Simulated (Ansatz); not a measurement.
```xyz
5

O     0.433    0.834    0.562
B    -0.344    0.034   -0.181
F    -1.481    0.498   -0.646
Br    0.146   -1.785   -0.597
H     1.245    0.419    0.862
```

Total charge 0; spin multiplicity 1.

**Question.** List the B3LYP/def2-TZVPP orbital energies in eV (Ansatz 0.2.0). (Estimate.)

**Answer.** Computed: Occupied: -13139.49, -1701.14, -1532.85, -1532.79, -1532.78, -672.34, -521.94, -236.93, -187.11, -177.80, -177.62, -177.59, -72.09, -72.04, -72.01, -71.87, -71.87, -33.74, -29.21, -21.76, -16.83, -15.05, -13.37, -13.30, -12.21, -10.83, -10.32, -8.75, -8.54. Lowest empty: -0.01, 0.04, 0.99, 2.17, 2.73, 3.23, 3.58, 5.59.

B3LYP here is the variant with VWN-RPA as its local correlation; programs differ in this.
